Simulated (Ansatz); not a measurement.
Calculated with Ansatz (gas phase, PBE0-D4/def2-TZVP geometries, no zero-point term in ΔE). CBS: MP2 limit from def2 TZ/QZ plus the TZ coupled-cluster correction, frozen cores. DFT in def2-TZVPP. B3LYP here is the variant with VWN-RPA as its local correlation; programs differ in this. Elements past krypton have def2 core potentials. For Sb outer-core shells are correlated without core-valence functions, which leaves a few kJ/mol of doubt a bond. One conformer a species, not always the lowest.

`[BH2][AlH][CH2]OC` + `C[S][SbH2]` → `[BH2][AlH][S]C` + `CO[CH2][SbH2]`  (redistribution)

```csv
level,ΔE (kJ/mol),difference from CCSD(T)/CBS
PBE-D4,-36.8,32.0
PBE0-D4,-51.3,17.5
B3LYP-D4,-57.0,11.8
ωB97X-V,-66.7,2.1
ωB97M-V,-61.7,7.1
PBE,-39.8,29.0
r2SCAN,-49.1,19.7
PBE0,-53.7,15.1
SCS-MP2/def2-TZVPP,-80.2,-11.4
CCSD/def2-TZVPP,-79.1,-10.3
CCSD(T)/def2-TZVPP,-73.4,-4.6
HF/def2-QZVPP,-100.3,-31.5
MP2/def2-QZVPP,-71.9,-3.1
SCS-MP2/def2-QZVPP,-77.7,-8.9
HF/CBS(def2),-100.1,-31.3
MP2/CBS(def2),-70.4,-1.6
CCSD(T)/CBS,-68.8,0
```

Largest T1 diagnostic among the species: 0.014.

In def2-TZVPP, CCSD(T) changes the Hartree–Fock value by +28.1 kJ/mol (the triples alone add +5.8 kJ/mol) and MP2 by +26.5 kJ/mol. The D4 term adds +5.1 kJ/mol with B3LYP and +2.4 kJ/mol with PBE0; it sums over pairs of atoms, weighted by their polarisabilities, and B3LYP, whose exchange is more repulsive, gets the larger term. From PBE to PBE0 (25 % exact exchange), in def2-TZVPP and without D4, ΔE moves by −13.9 kJ/mol.
